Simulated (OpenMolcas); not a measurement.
Cu2+ (d9) in a complex was computed by SS-CASPT2, IPEA 0.25 Eh, imaginary shift 0.1 Eh with the d shell active (OpenMolcas, ANO-RCC-VTZP on the metal). Its lowest spin-free states, and all those of the highest spin:

```json
{"2S+1": "2", "Degeneracy": "2", "E (cm-1)": "0"}
{"2S+1": "2", "Degeneracy": "1", "E (cm-1)": "4170"}
{"2S+1": "2", "Degeneracy": "2", "E (cm-1)": "5580"}
```

Q: Is the site octahedral, tetrahedral or cube-like, axial, or of lower symmetry?

A: The states with 2S+1 = 2 have orbital degeneracies 2, 1, 2. There are pairs but no triples, so the site is axial: not cubic, but with a proper or improper axis of order three or more. The run had Cu2+ with 6 ligands (water) in trigonal prismatic coordination (D3h) at 2.09 Å, a polar angle of 47.1° against the regular 49.1°. Ligand basis ANO-RCC-VDZP.

Roots that are degenerate in the reference are averaged as groups; the widest CASPT2 spread within a group is 67 cm-1 (the 2-fold group of multiplicity 2 near 5580 cm-1 above the lowest state of its run). Shifts and gaps below about the spread of the groups concerned are not significant. Over all roots computed the reference weight is 0.70; a low but even weight reflects the number of correlated electrons. An orbital doublet at a regular site is open to a Jahn-Teller distortion, which this geometry leaves out. A single d shell leaves out the double-shell effect, which counts most for late 3d ions, where the CASPT2 field can be off either way by tens of per cent. Ligand-to-metal charge-transfer states are missing. Free-ion shares, where given, are those of the reference states; single-state CASPT2 does not remix them. No measured value stands beside these numbers; the geometry is a model, was not optimised and need not be the one that this ion takes.
